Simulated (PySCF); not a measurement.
**Relaxation of singlet SeSBr2**

These are results of PySCF, PBE, basis Se def2-SVP, S def2-SVP, Br def2-SVP (no relativity, density fitting), not measurements. A (50,194) grid was used.

A hand-made trigonal pyramidal start, of Cs symmetry, held to at least that symmetry:

Coordinates in bohr (charge 0 multiplicity 1):
```
Se   -0.3626   -0.6281   -1.4054
S    -2.0395   -3.5327    0.3777
Br    3.4750   -0.6281    0.6351
Br   -2.2815    2.6953    0.6351
```

Optimiser trace:
```json
{"step": "0", "E − E(last) (kJ/mol)": "52.56", "largest gradient (Eh/bohr)": "0.03993"}
{"step": "1", "E − E(last) (kJ/mol)": "15.02", "largest gradient (Eh/bohr)": "0.01818"}
{"step": "2", "E − E(last) (kJ/mol)": "1.15", "largest gradient (Eh/bohr)": "0.00430"}
{"step": "3", "E − E(last) (kJ/mol)": "0.05", "largest gradient (Eh/bohr)": "0.00075"}
{"step": "4", "E − E(last) (kJ/mol)": "0.01", "largest gradient (Eh/bohr)": "0.00028"}
{"step": "5", "E − E(last) (kJ/mol)": "0.01", "largest gradient (Eh/bohr)": "0.00018"}
{"step": "6", "E − E(last) (kJ/mol)": "0.00", "largest gradient (Eh/bohr)": "0.00013"}
```

It ends at Cs with Se–Br 2.471 Å (×2), Se–S 2.046 Å; Br–Se–Br 99.4°, Br–Se–S 109.5° (×2) (after a last refinement on a finer grid). The frequency run here used a shortcut that can spoil soft modes, so no verdict on minimum or saddle point is given. Other isomers or separated fragments may lie lower.

The relaxation took 27 s on 2 threads of a shared Arm Neoverse V1 host, with 114 basis functions and 7 gradients; the process peaked at 0.63 GiB. Launch command: `OMP_NUM_THREADS=2 python axn.py task.json out`.
